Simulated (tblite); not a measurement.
Species: C5H4BBrO2.
Atom-mapped SMILES: `[CH:1]#[C:2][C@:3]1([Br:4])[CH:5]=[C:6]1[B:7]([OH:8])[OH:9]` (hydrogens: H10 on C1; H11 on C5; H12 on O8; H13 on O9)

Computed with GFN2-xTB (tblite), gas phase: L-BFGS steps from a force-field or distance-geometry start until the largest atomic force falls under 0.01 eV/Å.

Step 24: E = -710.7781 eV
```
atom  x, y, z in Å  |  force x, y, z in eV/Å
C1      3.0547   -0.6587    0.8135   -0.003  -0.025   0.008
C2      2.0299   -0.6309    0.1924    0.041   0.018   0.035
C3      0.8549   -0.5967   -0.5965   -0.023  -0.031  -0.032
Br4     0.4170   -2.4077   -1.3319    0.042  -0.018  -0.033
C5      0.4409    0.5826   -1.3825    0.004  -0.035  -0.028
C6     -0.3194    0.3103   -0.3471    0.016   0.074   0.006
B7     -1.6081    0.4906    0.4976   -0.067  -0.006   0.027
O8     -1.5400    0.3398    1.8271    0.006  -0.053   0.043
O9     -2.7964    0.7723   -0.0933   -0.032   0.035  -0.024
H10     3.9386   -0.6776    1.3751    0.032  -0.012   0.034
H11     0.7032    1.1903   -2.2111   -0.002   0.026  -0.058
H12    -2.3804    0.4070    2.2820    0.012   0.044   0.000
H13    -2.7994    0.8791   -1.0430   -0.026  -0.018   0.019
```

Step 25: E = -710.7791 eV
```
atom  x, y, z in Å  |  force x, y, z in eV/Å
C1      3.0539   -0.6611    0.8146    0.005  -0.026   0.015
C2      2.0292   -0.6272    0.1939    0.027   0.011   0.027
C3      0.8545   -0.5962   -0.5957    0.003  -0.010  -0.061
Br4     0.4306   -2.4120   -1.3306    0.028   0.000  -0.030
C5      0.4400    0.5818   -1.3855   -0.010  -0.023  -0.014
C6     -0.3204    0.3090   -0.3494   -0.014   0.080  -0.008
B7     -1.6101    0.4915    0.4957   -0.050  -0.024   0.029
O8     -1.5396    0.3396    1.8250    0.020  -0.046   0.049
O9     -2.7989    0.7730   -0.0935   -0.029   0.039  -0.004
H10     3.9372   -0.6847    1.3765    0.041  -0.006   0.040
H11     0.6981    1.1954   -2.2128   -0.001  -0.019  -0.021
H12    -2.3761    0.4102    2.2865    0.007   0.042  -0.014
H13    -2.8028    0.8810   -1.0425   -0.027  -0.017  -0.005
```

Task: Estimate the geometry and energy of step 26. (The exact step hangs on the optimiser's Hessian estimate; all steps are aligned on step 25, rigid shifts and turns removed.)

Result: E = -710.7799 eV, largest force 0.064 eV/Å
```
atom  x, y, z in Å  |  force x, y, z in eV/Å
C1      3.0534   -0.6635    0.8158    0.011  -0.024   0.019
C2      2.0288   -0.6245    0.1954    0.011   0.007   0.010
C3      0.8543   -0.5959   -0.5962    0.026   0.020  -0.055
Br4     0.4416   -2.4152   -1.3299    0.014   0.017  -0.028
C5      0.4395    0.5811   -1.3881   -0.024  -0.007  -0.005
C6     -0.3209    0.3100   -0.3510   -0.032   0.051  -0.018
B7     -1.6124    0.4915    0.4950   -0.018  -0.028   0.021
O8     -1.5393    0.3377    1.8242    0.022  -0.033   0.028
O9     -2.8014    0.7738   -0.0938   -0.020   0.037   0.018
H10     3.9366   -0.6901    1.3781    0.034  -0.003   0.036
H11     0.6943    1.1990   -2.2149    0.000  -0.054   0.008
H12    -2.3726    0.4142    2.2903    0.001   0.034  -0.020
H13    -2.8063    0.8823   -1.0425   -0.024  -0.016  -0.014
```

The energy changes by -0.0008 eV. The first-order estimate −F·Δx gives -0.0011 eV and the mean of the old and new forces, exact on a quadratic surface, -0.0008 eV. The step makes an angle of 69° with the force vector and moves no atom by more than 0.011 Å.

The cost below is that of the whole relaxation. On Arm Neoverse N1, one thread, shared host with 64 logical CPUs at a one-minute load of 60, this took 0.84 s wall.
